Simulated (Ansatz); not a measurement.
Problem. Name a neutral molecule of C, O, Si and H with HOMO–LUMO gap (PBE0/def2-TZVPP) between 6.35 and 6.65 eV and HOMO energy (ωB97M-V/def2-TZVPP) between -10.25 and -9.95 eV (Ansatz, PBE0-D4/def2-TZVP geometry).

Solution. `O=CC([SiH3])[SiH3]` (6.62 eV, -10.04 eV); `O=CC(O)[SiH3]` (6.64 eV, -10.12 eV); `O=CC[SiH2]O` (6.60 eV, -10.18 eV); `O=CC(O)[SiH2]O` (6.58 eV, -10.09 eV). Other molecules can fit too; these were computed, each in one conformer that needn't be the lowest.
